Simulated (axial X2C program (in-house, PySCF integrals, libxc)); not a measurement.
# ErBr⁺: the levels of the configuration f11 s1

Calculated with an axial X2C code built on PySCF integrals: two-component X2C with atomic mean-field Coulomb and Gaunt terms, basis Er dyall-v3z, Br dyall-v3z (cores contracted in-house). Orbitals come from Hartree–Fock averaged over the configuration Er f11 s1; CI then distributes these electrons over the f, s shells of Er.

R = 2.513 Å (near the minimum of the configuration average).

Active spinors (ω > 0):

```
shell    ω  ε (eV)                    character
    f  5/2  -23.25                    100% Er f
    f  3/2  -23.16                    100% Er f
    f  1/2  -23.09                    100% Er f
    f  7/2  -22.12                    100% Er f
    f  5/2  -22.05                    100% Er f
    f  3/2  -21.98                    100% Er f
    f  1/2  -21.93                    100% Er f
    s  1/2   -8.77  72% Er s, 18% Er d, 8% Er p
```

Lowest levels of this model:

```tsv
Ω	energy (cm⁻¹)	g∥	configuration
0	0	0.00	100% f11 s1
1	5	2.50	100% f11 s1
2	22	5.01	100% f11 s1
3	52	7.51	100% f11 s1
4	97	10.02	100% f11 s1
5	163	12.52	100% f11 s1
6	262	15.03	100% f11 s1
7	411	17.52	100% f11 s1
8	644	19.97	100% f11 s1
0	1339	0.00	100% f11 s1
1	1351	2.31	100% f11 s1
2	1385	4.62	100% f11 s1
3	1438	6.92	100% f11 s1
4	1502	9.22	100% f11 s1
5	1576	11.52	100% f11 s1
6	1666	13.81	100% f11 s1
7	1792	16.09	100% f11 s1
0	6661	0.00	100% f11 s1
1	6671	2.35	100% f11 s1
2	6700	4.72	100% f11 s1
3	6746	7.10	100% f11 s1
4	6805	9.49	100% f11 s1
5	6876	11.85	100% f11 s1
6	6972	14.13	100% f11 s1
0	7045	0.00	100% f11 s1
1	7055	2.11	100% f11 s1
2	7087	4.21	100% f11 s1
7	7129	16.31	100% f11 s1
3	7141	6.28	100% f11 s1
4	7221	8.33	100% f11 s1
```

g∥ is the magnitude of 2⟨Lz + ge Sz⟩ for the +Ω component.

This point took 1.9 s on 1 thread of Arm Neoverse V2, with other jobs on the host.

There is no dynamic correlation: spin–orbit spacings and, for f shells, spacings inside one term are the most reliable numbers, splittings between terms come out too wide, and energies between configurations are not reliable, so the lowest level need not be the ground state of the molecule. At most 4 roots were kept for each Ω > 0 (twice that for Ω = 0) within 2.2 eV of the lowest, so higher up levels can be missing between those listed; levels with Ω > 0 are doubly degenerate and listed once, Ω = 0 levels singly.
